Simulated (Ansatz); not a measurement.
Reaction (redistribution): `N[SiH2][TeH]` + `CSB(C)N` → `C[SiH](N)[TeH]` + `CB(N)S`

Computed with Ansatz on PBE0-D4/def2-TZVP structures; ΔE is electronic, products minus reactants. CCSD(T)/CBS is the MP2 limit (def2-TZVPP, def2-QZVPP) plus CCSD(T) − MP2 in def2-TZVPP, frozen cores. Functionals use def2-TZVPP. B3LYP here is the variant with VWN-RPA as its local correlation; programs differ in this. Elements past krypton have def2 core potentials. For Te outer-core shells are correlated without core-valence functions, which leaves a few kJ/mol of doubt a bond. One conformer a species, not always the lowest.

`N[SiH2][TeH]`:

Z-matrix (Å, degrees):
```
Si
Te 1 2.513
N 1 1.714 2 118.0
H 1 1.483 2 102.2 3 -120.1
H 1 1.482 2 108.8 3 121.4
H 2 1.658 1 91.9 3 -68.0
H 3 1.008 1 118.5 2 81.9
H 3 1.008 1 119.5 2 -57.9
```

`CSB(C)N`:

Z-matrix (Å, degrees):
```
C
S 1 1.806
H 1 1.089 2 111.3
H 1 1.089 2 111.4 3 -122.8
H 1 1.090 2 106.9 3 118.6
B 2 1.823 1 103.7 3 61.5
N 6 1.400 2 116.4 1 -179.9
C 6 1.572 2 122.5 1 0.1
H 7 1.005 6 124.0 2 0.0
H 7 1.005 6 122.1 2 -180.0
H 8 1.093 6 112.3 2 -179.9
H 8 1.094 6 111.4 2 -59.1
H 8 1.094 6 111.4 2 59.3
```

`C[SiH](N)[TeH]`:

Cartesian coordinates in Å:
```
C -0.236 -0.253 -1.489
Si -0.168 0.196 0.316
N 1.404 0.791 0.650
Te -0.463 -1.762 1.853
H 0.522 -1.000 -1.734
H -0.071 0.631 -2.114
H -1.216 -0.664 -1.740
H -1.301 1.112 0.637
H 1.678 1.043 1.585
H 1.914 1.311 -0.046
H -2.065 -1.405 2.080
```

`CB(N)S`:

```xyz
10

C     0.554    0.069    1.283
B     0.011   -0.174   -0.172
N    -0.783    0.773   -0.824
S     0.468   -1.754   -0.970
H     0.219   -0.719    1.965
H     0.232    1.028    1.698
H     1.648    0.047    1.302
H    -1.152    0.665   -1.753
H    -1.035    1.642   -0.386
H    -0.161   -1.576   -2.143
```

Question: Is it downhill or uphill in electronic energy at CCSD(T)/CBS, and by how much? (Best estimate.)

Answer: The calculation gave: Downhill: ΔE = -0.61 eV.

Question: What do these levels give: B2PLYP, r2SCAN, B3LYP, HF/def2-TZVPP, MP2/def2-TZVPP, SCS-MP2/def2-TZVPP, CCSD/def2-TZVPP, CCSD(T)/def2-TZVPP, HF/def2-QZVPP, MP2/def2-QZVPP, SCS-MP2/def2-QZVPP, MP2/CBS(def2)? (Best estimate.)

Answer: Ansatz gave: B2PLYP -0.59, r2SCAN -0.59, B3LYP -0.57, HF/def2-TZVPP -0.59, MP2/def2-TZVPP -0.62, SCS-MP2/def2-TZVPP -0.59, CCSD/def2-TZVPP -0.63, CCSD(T)/def2-TZVPP -0.61, HF/def2-QZVPP -0.59, MP2/def2-QZVPP -0.62, SCS-MP2/def2-QZVPP -0.59, MP2/CBS(def2) -0.62 eV.

Largest T1 diagnostic among the species: 0.011.

From PBE to PBE0 (25 % exact exchange), in def2-TZVPP and without D4, ΔE moves by −0.03 eV.
